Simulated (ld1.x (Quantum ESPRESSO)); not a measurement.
**How hard is this thallium (Tl) TM potential?**

```
Element                 : Tl (Z = 81)
Generator               : ld1.x (Quantum ESPRESSO) 7.5
Type                    : norm-conserving Troullier–Martins (Kleinman–Bylander form)
Functional              : PBEsol
Relativity              : fully relativistic
Frozen core             : [Xe] 4f14
Valence charge          : 13
Reference configuration : 5d10 6s2 6p1
Partial waves           : 6s (bound): rc 1.55 bohr; 6p (bound): rc 3.00 bohr; 5d (bound): rc 1.95 bohr
Local potential         : the d channel
Core correction         : Bessel-smoothed model core inside 1.15 bohr
```

Open shells are filled in proportion to 2j + 1 (rel_dist='average').

The pseudo-atom Hamiltonian at the reference potential is diagonalised in spherical Bessel functions j_l(qr) that vanish at 20 bohr, with q² up to the cutoff. All-electron valence levels (Ry): 6s -0.7034, 6p1/2 -0.2322, 6p3/2 -0.1537, 5d3/2 -1.2328, 5d5/2 -1.0710.

**Question.** How do the lowest levels (Ry) of each channel move with the cutoff, and are there ghosts?

**Answer.**

| cutoff (Ry) | s #1 | s #2 | p1/2 #1 | p1/2 #2 | p1/2 #3 | p3/2 #1 | p3/2 #2 | p3/2 #3 | d3/2 #1 | d5/2 #1 | d5/2 #2 | f #1 | Σ f·Δε (mRy) |
| --- | --- | --- | --- | --- | --- | --- | --- | --- | --- | --- | --- | --- | --- |
| 8 | -0.7927 | -0.0308 | -0.2308 | 0.0197 | 0.1280 | -0.1530 | 0.0276 | 0.1423 | -0.0847 | -0.0847 | 0.0546 | 0.0981 | 10668.4 |
| 12 | -1.1358 | -0.0644 | -0.2320 | 0.0196 | 0.1279 | -0.1537 | 0.0276 | 0.1422 | -0.3687 | -0.3687 | 0.0487 | 0.0981 | 8513.2 |
| 18 | -2.7856 | -0.5478 | -0.2321 | 0.0196 | 0.1276 | -0.4832 | -0.1536 | 0.0276 | -0.7634 | -0.7634 | 0.0465 | 0.0981 | 4012.4 |
| 30 | -4.1877 | -0.6905 | -0.2547 | -0.2321 | 0.0199 | -1.4436 | -0.1537 | 0.0276 | -1.0680 | -1.0680 | 0.0456 | 0.0981 | 681.0 |
| 40 | -4.3257 | -0.6999 | -0.3821 | -0.2322 | 0.0198 | -1.5479 | -0.1537 | 0.0276 | -1.1275 | -1.1275 | 0.0455 | 0.0981 | 66.9 |
| 50 | -4.3274 | -0.7003 | -0.4029 | -0.2322 | 0.0198 | -1.5629 | -0.1537 | 0.0276 | -1.1332 | -1.1332 | 0.0454 | 0.0981 | 9.5 |
| 60 | -4.3301 | -0.7006 | -0.4037 | -0.2322 | 0.0198 | -1.5633 | -0.1537 | 0.0276 | -1.1334 | -1.1334 | 0.0454 | 0.0981 | 7.0 |
| 80 | -4.3309 | -0.7012 | -0.4042 | -0.2322 | 0.0198 | -1.5639 | -0.1537 | 0.0276 | -1.1335 | -1.1335 | 0.0454 | 0.0981 | 5.0 |
| 110 | -4.3335 | -0.7026 | -0.4045 | -0.2322 | 0.0198 | -1.5641 | -0.1537 | 0.0276 | -1.1335 | -1.1335 | 0.0454 | 0.0981 | 1.6 |
| 140 | -4.3349 | -0.7031 | -0.4045 | -0.2322 | 0.0198 | -1.5641 | -0.1537 | 0.0276 | -1.1335 | -1.1335 | 0.0454 | 0.0981 | 0.7 |
| 180 | -4.3355 | -0.7033 | -0.4045 | -0.2322 | 0.0198 | -1.5641 | -0.1537 | 0.0276 | -1.1335 | -1.1335 | 0.0454 | 0.0981 | 0.2 |
| 400 | -4.3358 | -0.7034 | -0.4045 | -0.2322 | 0.0198 | -1.5641 | -0.1537 | 0.0276 | -1.1335 | -1.1335 | 0.0454 | 0.0981 | 0.0 |

Result: ghost states, extra bound levels that the all-electron valence spectrum of the same l lacks: s at -59.0 eV, p3/2 at -21.3 eV, d3/2 at -15.4 eV, p1/2 at -5.5 eV (a true bound ghost makes a file unfit for plane-wave use); 10 mRy is reached at 50 Ry and 1 mRy at 140 Ry.

Note: ghost states, extra bound levels that the all-electron valence spectrum of the same l lacks: s at -59.0 eV, p3/2 at -21.3 eV, d3/2 at -15.4 eV, p1/2 at -5.5 eV. A true bound ghost makes a file unfit for plane-wave use. The potential misses its own reference levels by up to 1.4 eV, so it is not fit for use. 3 of 7 tests not solved or not reliable.
